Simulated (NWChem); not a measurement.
AlSiH5; SMILES [AlH2][SiH3]

```xyz
7

Al     0.0014     1.3071    -0.0030
H     -1.3787     2.1030     0.0094
H      1.3647     2.1310     0.0089
Si     0.0019    -1.1518    -0.0023
H     -0.2913    -1.6589     1.3802
H      1.3166    -1.7350    -0.4213
H     -1.0571    -1.7082    -0.9058
```
Atoms are numbered in this order, from 1.

All runs: NWChem. Geometry: optimised at PBE0/def2-SVP. Ions are spin-unrestricted doublets at the neutral geometry; other ion states weren't tried.

Problem. Estimate the computed values for PBE/def2-SVP. Quantities: vertical ionisation energy, ΔSCF (eV); −ε(HOMO) (eV).

Solution. 
| Property | Result |
|---|---|
| vertical ionisation energy, ΔSCF (eV) | 9.57 |
| −ε(HOMO) (eV) | 6.55 |
